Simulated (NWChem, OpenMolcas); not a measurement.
# The same job for OpenMolcas

This NWChem 7.3.0 job computes GeH4 (germane):

run.nw:
```
START run
memory 2200 mb
GEOMETRY noautosym nocenter noautoz
   Ge     0.000100     0.000100     0.000000
   H      1.148100    -0.756300     0.680600
   H     -1.238800    -0.030000     0.904200
   H     -0.329200    -0.669100    -1.340600
   H      0.419800     1.455400    -0.244100
END
BASIS spherical bse
   * library def2-TZVP
END
DFT
   xc xtpss03 ctpss03
   grid xfine
   convergence energy 1e-08
   maxiter 100
   mulliken
END
TASK dft gradient
```

```bash
$ nwchem run.nw > run.out
```

Geometry: relaxed at PBE0-D4/def2-TZVP.

It gives a total energy of -2079.367781 Eh.

Q: Write the same calculation for OpenMolcas 26.06 as an input file of the program's own.

A: For example:

coord.xyz:
```
5

Ge     0.000100     0.000100     0.000000
H      1.148100    -0.756300     0.680600
H     -1.238800    -0.030000     0.904200
H     -0.329200    -0.669100    -1.340600
H      0.419800     1.455400    -0.244100
```

job.input:
```
&GATEWAY
 BasLib=$CurrDir
 Coord=coord.xyz
 Basis=def2-TZVP
 Group=NoSym

&SEWARD
 GridInput
 Grid=UltraFine
 End of Grid

&SCF
 KSDFT=2
 1.0 MGGA_X_TPSS
 1.0 MGGA_C_TPSS
 Thresholds=1e-10 1e-07 1e-07 1e-05
 PrOrbitals=0

&ALASKA
```

```bash
$ export MOLCAS_MEM=1860
$ pymolcas job.input > job.log
```

(Basis files named in the input come from the Basis Set Exchange and aren't shown.)

Its energy is -2079.367779 Eh, 0.002 mEh from the first.
